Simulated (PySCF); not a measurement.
Coordinates in bohr (charge 0 multiplicity 2):
```
Ti    0.0000    0.0000    0.0000
F     3.3438    0.0000    0.0000
F    -1.6718    2.8958    0.0000
F    -1.6719   -2.8958    0.0000
```

Method: UPBE0/[Ti def2-TZVP, F def2-TZVP], no relativity, density fitting, PySCF.

This geometry of TiF₃ is a stationary point at this level.

Problem. What is the point group?

Solution. D3h.

Problem. Is it a minimum?

Solution. Yes: all harmonic wavenumbers are real.

Problem. Give the atomic charges and bond orders.

Solution. 
```csv
atom,Mulliken,Löwdin,polar tensor,spin (Mulliken),Mayer order to Ti1
Ti1,1.45,0.67,2.16,1.04,–
"F2,3,4",-0.48,-0.22,-0.72,-0.01,0.91
```

Problem. What is the atomisation energy, with and without zero-point energy?

Solution. 1789 kJ/mol without, 1773 kJ/mol with.

This need not be the most stable arrangement of these atoms. Other spin states or occupations of the open shell can lie lower.
